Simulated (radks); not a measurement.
The numbers below are computed, except where a source is named.
Ionisation of the palladium ion Pd2+, [Kr] 4d8, to Pd3+, [Kr] 4d7, under several functionals. Scalar-relativistic Kohn-Sham, spin-polarised, spherical densities, point nucleus; open shells are filled with parallel spins first (spin-orbit coupling, left out, can overturn this in heavy ions); a radial shooting solver on a logarithmic mesh with Libxc functionals.

functional                                        E(Pd2+) (hartree)  Exc (hartree)  IE (eV)  -e(HOMO) (eV)  <r> HOMO (bohr)  IE error (eV)
LDA (Slater exchange, Perdew-Wang correlation)          -5040.03754     -138.30192   33.632         26.856            1.382         +0.702
LDA (Slater exchange, Perdew-Zunger correlation)        -5040.03470     -138.29871   33.666         26.882            1.382         +0.736
HCTH/407                                                -5048.07281     -146.60128   33.651         26.853            1.371         +0.721
exchange-only PBE                                       -5042.48919     -140.76119   31.993         25.313            1.393         -0.937
XLYP                                                    -5045.87922     -144.19270   33.252         26.496            1.388         +0.322
BLYP                                                    -5045.38994     -143.69923   33.215         26.460            1.387         +0.285
PW91                                                    -5045.61764     -143.94880   33.374         26.609            1.380         +0.444

NIST Atomic Spectra Database: 32.930 eV (semi-empirical). Closest: BLYP. The Delta-SCF values span 1.67 eV, the total energies 8.04 hartree. The highest occupied level is 4d. Open shells are spherical and high-spin; term and fine-structure splittings are not resolved.
